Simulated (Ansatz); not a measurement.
Which is lower?

Two relaxed structures of BH$_{2}$Se, doublet (PBE0-D4/def2-TZVP; forces vanish, vibrations not checked).

A:

B1  (1.750, -0.393, 0.902)
Se2  (-0.077, 0.017, -0.040)
H3  (-1.439, -0.589, 0.059)
H4  (-0.501, 1.024, -1.058)
(Å)

B:

```csv
atom,x (Å),y (Å),z (Å)
B1,-0.1522,0.0342,-0.0784
Se2,1.4714,-0.3307,0.7581
H3,-1.1102,-0.6265,0.1969
H4,-0.2090,0.9230,-0.8766
```

Program: Ansatz 0.2.0. Basis: def2-TZVPP. Cores are frozen in the correlated methods; orbitals are unrestricted. Filled d shells of the heavier atoms are correlated. The def2 sets are not built for correlating such inner shells, so the correlated values are less sure here. B3LYP uses VWN-RPA correlation.

**Question.** Which structure is lower at CCSD(T), and by how much? (To be estimated.)

**Answer.** Computed: B, by 443.9 kJ/mol (electronic energy, against the other). By their contacts, A is BH₂Se ([B][SeH2]) and B is BH₂Se ([BH2][Se]).

All methods give the same order:

```json
{"method": "PBE-D4", "E(B) − E(A) (kJ/mol)": "-429.7"}
{"method": "r2SCAN-D4", "E(B) − E(A) (kJ/mol)": "-443.1"}
{"method": "PBE0-D4", "E(B) − E(A) (kJ/mol)": "-448.0"}
{"method": "B3LYP-D4", "E(B) − E(A) (kJ/mol)": "-454.0"}
{"method": "wB97M-V", "E(B) − E(A) (kJ/mol)": "-465.2"}
{"method": "HF", "E(B) − E(A) (kJ/mol)": "-493.1"}
{"method": "MP2", "E(B) − E(A) (kJ/mol)": "-468.2"}
{"method": "CCSD", "E(B) − E(A) (kJ/mol)": "-451.7"}
{"method": "CCSD(T)", "E(B) − E(A) (kJ/mol)": "-443.9"}
```

No T1 diagnostic of these runs exceeds 0.021. ⟨S²⟩ of the unrestricted Hartree–Fock references: 0.76 to 0.78 (a pure state has 0.75).

Labels in which every atom is bracketed show which atoms are joined, not bond orders.

For scale, one of the runs: CCSD(T)/def2-TZVPP, 107 basis functions, launched by `ansatz run in.yaml --threads 2 --pin off --events-out ev --progress --plain --max-ram 4352MiB`. Hardware: 2 CPU threads of an Arm Neoverse V1, shared host. Wall time about 10 s.
